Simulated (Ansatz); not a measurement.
Consider the atomization: `N[SiH2][CH2][GeH2][NH2]` → C• + Ge• + 10 H• + 2 N• + Si•.

Program: Ansatz. Geometries: PBE0-D4/def2-TZVP. ΔE: electronic, gas phase. CCSD(T)/CBS adds triple-zeta CCSD(T) − MP2 to the extrapolated MP2 energy (def2 sets, frozen cores). This one scheme is used for every species, atoms too. Open shells (•) are unrestricted, without spin–orbit coupling. Spin–orbit coupling would lower the free atoms: a little for C, Si; clearly for Ge. For Ge outer-core shells are correlated without core-valence functions, so the limit isn't a true one: a few kJ/mol of doubt a bond, and 10 to 20 or more in all where bonds break to atoms. Scalar relativity is left out up to krypton. One conformer a species, not always the lowest.

```json
{"species": "`N[SiH2][CH2][GeH2][NH2]`", "HF/def2-TZVPP energy (Eh)": "-2517.01710"}
{"species": "C•", "HF/def2-TZVPP energy (Eh)": "-37.69248"}
{"species": "Ge•", "HF/def2-TZVPP energy (Eh)": "-2075.32100"}
{"species": "H•", "HF/def2-TZVPP energy (Eh)": "-0.49981"}
{"species": "N•", "HF/def2-TZVPP energy (Eh)": "-54.40275"}
{"species": "Si•", "HF/def2-TZVPP energy (Eh)": "-288.85084"}
```

(1) Work out ΔE.

Largest T1 diagnostic among the species: 0.012.

## Answers

(1) ΔE = 10 × (-0.49981) + 2 × (-54.40275) + (-37.69248) + (-2075.32100) + (-288.85084) − (-2517.01710) = 1.34918 Eh = +36.71 eV. CCSD(T)/CBS gives +51.78 eV.

From PBE to PBE0 (25 % exact exchange), in def2-TZVPP and without D4, ΔE moves by −0.58 eV: exact exchange takes away binding that semilocal exchange gives to molecules. In def2-TZVPP, CCSD(T) changes the Hartree–Fock value by +13.68 eV (the triples alone add +0.66 eV) and MP2 by +13.82 eV; breaking electron pairs costs correlation energy, which Hartree–Fock lacks. The D4 term adds +0.58 eV with B3LYP and +0.31 eV with PBE0; it sums over pairs of atoms, weighted by their polarisabilities, and B3LYP, whose exchange is more repulsive, gets the larger term.

B3LYP here is the variant with VWN-RPA as its local correlation; programs differ in this.

For atomizations the MP2-based limit and the directly extrapolated one differ by several kJ/mol either way, and by 10 to 25 for some Ge, Se and Sn compounds, so smaller differences from it don't rank the levels.
